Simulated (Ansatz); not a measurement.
```yaml
crystal:
  periodic: [false, false, false]
  atoms:
    - {symbol: Cl, position_ang: [-0.718526, -0.228196, 2.048541]}
    - {symbol: Ti, position_ang: [0.015960, -0.021419, 0.026989]}
    - {symbol: Cl, position_ang: [1.796817, -1.218821, -0.225363]}
    - {symbol: Br, position_ang: [-1.609548, -0.732910, -1.461155]}
    - {symbol: Br, position_ang: [0.515297, 2.201346, -0.389002]}
basis:
  gaussian: {orbitals: aug-cc-pVTZ}
hamiltonian: {xc: {name: PBE-QIDH}}
```

```sh
$ ansatz run in.yaml --threads 4 --pin off --events-out ev --progress --plain --max-ram 11315MiB
```

Shortened log:

```
Functional definition: PBE-QIDH
1976 factors; integrals over basis functions are off by at most 7.9e-4 eV
mean field evaluation 1: about -188192.7303 eV, gradient 3.7e1 eV
mean field evaluation 2: about -188192.7679 eV, gradient 3.7e1 eV
mean field evaluation 4: about -188195.9312 eV, gradient 1.3e1 eV
mean field evaluation 8: about -188196.2941 eV, gradient 2.4e-1 eV
mean field evaluation 16: about -188196.2946 eV, gradient 3.0e-4 eV
mean field -188196.29460437 eV, -6916.0862626806 hartree, gradient 3.3e-6 eV, S^2 0.000000; 0 other end points of the search recorded, 0 dependent functions left out
33 core orbitals not correlated: weight in the atoms' cores, before any rotation towards them, 1.000 or more for the frozen orbitals, at most 0.000 for the correlated occupied ones
reference -188196.29462449 eV, -6916.0862634199 hartree; 30, 30 occupied and 248, 248 virtual orbitals, 1976 factors
second order -41.37207982 eV of doubles, -0.00000000 eV of singles
Total energy: -188210.08531776 eV, -6916.5930620501 hartree
```

Hardware: 4 threads of an Arm Neoverse V1 on a shared host. Wall time 29 s, peak host memory 1.6 GiB.
